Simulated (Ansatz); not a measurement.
System (SMILES): N#C[O], doublet.
Atoms: O1, C2, N3. Bonds: O1-C2, C2-N3.

Basis-set convergence of the harmonic zero-point energy at HF with Ansatz (a quantum-chemistry and plane-wave program). Each level at its own minimum, finite differences of forces, unscaled; the reference is a large set that could be run, not a limit. All functions are spherical. The program fits the integrals of some runs and decomposes those of others, by size. Open shells are unrestricted. No added dispersion term, no relativity. Reference: the value in cc-pVQZ, 6.69 kcal/mol. Deviations are taken from unrounded values.

```tsv
basis	functions	harmonic zero-point energy (kcal/mol)
cc-pVDZ	42	6.60
aug-cc-pVDZ	69	6.61
def2-SVP	42	6.59
def2-SVPD	63	6.73
pcseg-1	42	6.64
aug-pcseg-1	69	6.71
6-311G**	54	6.62
6-311+G**	66	6.62
cc-pVTZ	90	6.68
aug-cc-pVTZ	138	6.68
pcseg-2	90	6.66
aug-pcseg-2	138	6.68
def2-TZVPP	93	6.69
def2-TZVPPD	114	6.69
```

What the diffuse functions change, pair by pair:
- cc-pVDZ to aug-cc-pVDZ: 27 more functions, deviation -0.09 to -0.08 kcal/mol
- def2-SVP to def2-SVPD: 21 more functions, deviation -0.10 to 0.04 kcal/mol
- pcseg-1 to aug-pcseg-1: 27 more functions, deviation -0.05 to 0.02 kcal/mol
- 6-311G** to 6-311+G**: 12 more functions, deviation -0.07 to -0.07 kcal/mol
- cc-pVTZ to aug-cc-pVTZ: 48 more functions, deviation -0.01 to -0.01 kcal/mol
- pcseg-2 to aug-pcseg-2: 48 more functions, deviation -0.03 to -0.01 kcal/mol
- def2-TZVPP to def2-TZVPPD: 21 more functions, deviation 0.00 to 0.00 kcal/mol

They bring the value nearer the reference by more than 0.01 kcal/mol in 4 of 7 pairs.
